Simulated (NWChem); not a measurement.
Program: NWChem. System: HClSi, charge 0, spin multiplicity 1, displaced from the optimised geometry. The structure started from a generated list of species. Level: PBE/cc-pVDZ, spin-restricted.

The NWChem input:

```
start mol
memory heap 200 mb stack 900 mb global 1100 mb
geometry units angstroms nocenter noautoz noautosym
  Si    -0.750692    -0.813678     0.000000
  H      0.327639    -1.910612     0.000000
  Cl     0.733908     0.942092     0.000000
end
basis spherical
  * library cc-pvdz
end
dft
  xc xpbe96 cpbe96
  semidirect memsize 60000000 filesize 0
  iterations 100
end
task dft energy
```

NWChem printed:

```
             Northwest Computational Chemistry Package (NWChem) 7.3.0
             --------------------------------------------------------

                                NWChem Input Module
                                -------------------

 Scaling coordinates for geometry "geometry" by  1.889725989
 (inverse scale =  0.529177249)

                             Geometry "geometry" -> ""
                             -------------------------

 Output coordinates in angstroms (scale by  1.889725989 to convert to a.u.)

  No.       Tag          Charge          X              Y              Z
 ---- ---------------- ---------- -------------- -------------- --------------
    1 Si                  14.0000    -0.75069200    -0.81367800     0.00000000
    2 H                    1.0000     0.32763900    -1.91061200     0.00000000
    3 Cl                  17.0000     0.73390800     0.94209200     0.00000000

 Effective nuclear repulsion energy (a.u.)      62.7134213461

            Nuclear Dipole moment (a.u.)
            ----------------------------
        X                 Y               Z
 ---------------- ---------------- ----------------
     4.3357627418     5.1276958810     0.0000000000


 Summary of "ao basis" -> "" (spherical)
 ------------------------------------------------------------------------------
       Tag                 Description            Shells   Functions and Types
 ---------------- ------------------------------  ------  ---------------------
 *                          cc-pvdz                   on all atoms

  pbe96 is a nonlocal functional; adding pw91lda local functional.

                                 NWChem DFT Module
                                 -----------------

 Summary of "ao basis" -> "ao basis" (spherical)
 ------------------------------------------------------------------------------
       Tag                 Description            Shells   Functions and Types
 ---------------- ------------------------------  ------  ---------------------
 Si                         cc-pvdz                  8       18   4s3p1d
 H                          cc-pvdz                  3        5   2s1p
 Cl                         cc-pvdz                  8       18   4s3p1d

 Summary of "ao basis" -> "ao basis" (spherical)
 ------------------------------------------------------------------------------
       Tag                 Description            Shells   Functions and Types
 ---------------- ------------------------------  ------  ---------------------
 Si                         cc-pvdz                  8       18   4s3p1d
 H                          cc-pvdz                  3        5   2s1p
 Cl                         cc-pvdz                  8       18   4s3p1d

            General Information
            -------------------
          SCF calculation type: DFT
          Wavefunction type:  closed shell.
          No. of atoms     :     3
          No. of electrons :    32
           Alpha electrons :    16
            Beta electrons :    16
          Charge           :     0
          Spin multiplicity:     1
          Use of symmetry is: off; symmetry adaption is: off
          Maximum number of iterations: 100
          AO basis - number of functions:    41
                     number of shells:    19
          Convergence on energy requested:  1.00D-06
          Convergence on density requested:  1.00D-05
          Convergence on gradient requested:  5.00D-04

              XC Information
              --------------
          PerdewBurkeErnzerhof Exchange Functional  1.000
            Perdew 1991 LDA Correlation Functional  1.000 local
           PerdewBurkeErnz. Correlation Functional  1.000 non-local

             Grid Information
             ----------------
          Grid used for XC integration:  medium
          Radial quadrature: Mura-Knowles
          Angular quadrature: Lebedev.
          Tag              B.-S. Rad. Rad. Pts. Rad. Cut. Ang. Pts.
          ---              ---------- --------- --------- ---------
          Si                  1.10       88           8.0       590
          H                   0.35       45           8.0       434
          Cl                  1.00       88           9.0       590
          Grid pruning is: on
          Number of quadrature shells:   221
          Spatial weights used:  Erf1

          Convergence Information
          -----------------------
          Convergence aids based upon iterative change in
          total energy or number of iterations.
          Levelshifting, if invoked, occurs when the
          HOMO/LUMO gap drops below (HL_TOL):  1.00D-02
          DIIS, if invoked, will attempt to extrapolate
          using up to (NFOCK): 10 stored Fock matrices.

                    Damping( 0%)  Levelshifting(0.5)       DIIS
                  --------------- ------------------- ---------------
          dE  on:    start            ASAP                start
          dE off:    2 iters        100 iters           100 iters

      Screening Tolerance Information
      -------------------------------
          Density screening/tol_rho:  1.00D-10
          AO Gaussian exp screening on grid/accAOfunc:  14
          CD Gaussian exp screening on grid/accCDfunc:  20
          XC Gaussian exp screening on grid/accXCfunc:  20
          Schwarz screening/accCoul:  1.00D-08

      Superposition of Atomic Density Guess
      -------------------------------------

 Sum of atomic energies:        -748.80959341

      Non-variational initial energy
      ------------------------------

 Total energy =    -748.778581
 1-e energy   =   -1161.123507
 2-e energy   =     349.631504
 HOMO         =      -0.241241
 LUMO         =      -0.070967

------------------------------------------------------------
EAF file 0: "./mol.aoints.0" size=524288 bytes
------------------------------------------------------------
               write      read    awrite     aread      wait
               -----      ----    ------     -----      ----
     calls:        1         0         0         0         0
   data(b): 5.24e+05  0.00e+00  0.00e+00  0.00e+00
   time(s): 0.00e+00  0.00e+00  0.00e+00  0.00e+00  0.00e+00
rate(mb/s): 0.00e+00  0.00e+00
------------------------------------------------------------

   convergence    iter        energy       DeltaE   RMS-Dens  Diis-err    time
 ---------------- ----- ----------------- --------- --------- ---------  ------
 d= 0,ls=0.0,diis     1   -749.8866799115 -8.13D+02  3.90D-02  2.95D-01     1.2
 d= 0,ls=0.0,diis     2   -749.2928901597  5.94D-01  3.08D-02  3.26D+00     1.3
 d= 0,ls=0.0,diis     3   -749.9329508466 -6.40D-01  5.22D-03  2.11D-02     1.4
 d= 0,ls=0.0,diis     4   -749.9355651655 -2.61D-03  2.16D-03  7.92D-03     1.4
 d= 0,ls=0.0,diis     5   -749.9369436748 -1.38D-03  3.15D-04  1.67D-04     1.5
  Resetting Diis
 d= 0,ls=0.0,diis     6   -749.9369729250 -2.93D-05  1.03D-04  1.36D-05     1.6
 d= 0,ls=0.0,diis     7   -749.9369764779 -3.55D-06  3.13D-05  3.62D-07     1.7
 d= 0,ls=0.0,diis     8   -749.9369764383  3.96D-08  2.02D-05  5.68D-07     1.8
 d= 0,ls=0.0,diis     9   -749.9369765353 -9.70D-08  6.58D-06  8.45D-08     1.9

         Total DFT energy =     -749.936976535293
      One electron energy =    -1161.931987897316
           Coulomb energy =      398.373142705653
    Exchange-Corr. energy =      -49.091552689745
 Nuclear repulsion energy =       62.713421346114

 Numeric. integr. density =       32.000003869323

     Total iterative time =      1.3s

                       DFT Final Molecular Orbital Analysis
                       ------------------------------------

 Vector   14  Occ=2.000000D+00  E=-2.868534D-01
              MO Center=  6.0D-01,  7.9D-01, -1.3D-09, r^2= 1.5D+00
   Bfn.  Coefficient  Atom+Function         Bfn.  Coefficient  Atom+Function
  ----- ------------  ---------------      ----- ------------  ---------------
    33      0.575767  3 Cl pz                36      0.455005  3 Cl pz
    10      0.132591  1 Si pz                13      0.124163  1 Si pz
    15      0.034429  1 Si d -1              17     -0.034082  1 Si d  1

 Vector   15  Occ=2.000000D+00  E=-2.819290D-01
              MO Center=  3.2D-01,  5.8D-01,  1.0D-09, r^2= 2.3D+00
   Bfn.  Coefficient  Atom+Function         Bfn.  Coefficient  Atom+Function
  ----- ------------  ---------------      ----- ------------  ---------------
    32      0.470157  3 Cl py                35      0.365992  3 Cl py
    31     -0.262996  3 Cl px                34     -0.210674  3 Cl px
     4      0.189742  1 Si s                  8     -0.177994  1 Si px
     3      0.154322  1 Si s                 11     -0.140538  1 Si px
    18     -0.045056  1 Si d  2              19     -0.040908  2 H  s

 Vector   16  Occ=2.000000D+00  E=-2.280181D-01
              MO Center= -3.9D-01, -4.8D-01,  3.7D-10, r^2= 3.3D+00
   Bfn.  Coefficient  Atom+Function         Bfn.  Coefficient  Atom+Function
  ----- ------------  ---------------      ----- ------------  ---------------
     4      0.410409  1 Si s                 31      0.341726  3 Cl px
     8     -0.306458  1 Si px                34      0.294477  3 Cl px
    19     -0.267073  2 H  s                  3      0.240776  1 Si s
    20     -0.236987  2 H  s                 11     -0.207229  1 Si px
     9      0.097892  1 Si py                32     -0.089449  3 Cl py

 Vector   17  Occ=0.000000D+00  E=-1.533445D-01
              MO Center= -6.3D-01, -7.1D-01,  9.2D-11, r^2= 2.8D+00
   Bfn.  Coefficient  Atom+Function         Bfn.  Coefficient  Atom+Function
  ----- ------------  ---------------      ----- ------------  ---------------
    13      0.570202  1 Si pz                10      0.521694  1 Si pz
    36     -0.215077  3 Cl pz                33     -0.212656  3 Cl pz

 Vector   18  Occ=0.000000D+00  E=-6.319395D-02
              MO Center= -5.7D-01, -6.0D-01,  2.7D-11, r^2= 3.6D+00
   Bfn.  Coefficient  Atom+Function         Bfn.  Coefficient  Atom+Function
  ----- ------------  ---------------      ----- ------------  ---------------
    12      0.666492  1 Si py                27     -0.405204  3 Cl s
    11      0.397474  1 Si px                 9      0.387444  1 Si py
    35      0.324146  3 Cl py                34      0.301789  3 Cl px
     8      0.254557  1 Si px                32      0.230450  3 Cl py
    31      0.209070  3 Cl px                 3      0.173743  1 Si s

 Vector   19  Occ=0.000000D+00  E= 2.250669D-02
              MO Center= -5.2D-01, -9.7D-01, -2.9D-11, r^2= 3.8D+00
   Bfn.  Coefficient  Atom+Function         Bfn.  Coefficient  Atom+Function
  ----- ------------  ---------------      ----- ------------  ---------------
    20      1.480978  2 H  s                 11     -0.922163  1 Si px
     4     -0.875438  1 Si s                 12      0.726836  1 Si py
     8     -0.294644  1 Si px                 3     -0.267259  1 Si s
    19      0.250512  2 H  s                 35     -0.217336  3 Cl py
     9      0.186708  1 Si py                27      0.153535  3 Cl s

 center of mass
 --------------
 x =   0.14750745 y =   0.24389532 z =   0.00000000

 moments of inertia (a.u.)
 ------------------
         186.311695335758        -142.812219559257           0.000000000000
        -142.812219559257         122.557322748599           0.000000000000
           0.000000000000           0.000000000000         308.869018084357

     Multipole analysis of the density
     ---------------------------------

     L   x y z        total         alpha         beta         nuclear
     -   - - -        -----         -----         ----         -------
     0   0 0 0     -0.000000    -16.000000    -16.000000     32.000000

     1   1 0 0     -0.418822     -2.377292     -2.377292      4.335763
     1   0 1 0     -0.678389     -2.903043     -2.903043      5.127696
     1   0 0 1      0.000000      0.000000      0.000000      0.000000

     2   2 0 0    -20.992694    -41.124370    -41.124370     61.256045
     2   1 1 0      0.680033    -34.798295    -34.798295     70.276622
     2   1 0 1      0.000000      0.000000      0.000000      0.000000
     2   0 2 0    -19.542564    -59.779716    -59.779716    100.016867
     2   0 1 1      0.000000      0.000000      0.000000      0.000000
     2   0 0 2    -18.083024     -9.041512     -9.041512      0.000000

 Task  times  cpu:        1.9s     wall:        1.9s

 Total times  cpu:        1.9s     wall:        1.9s
```
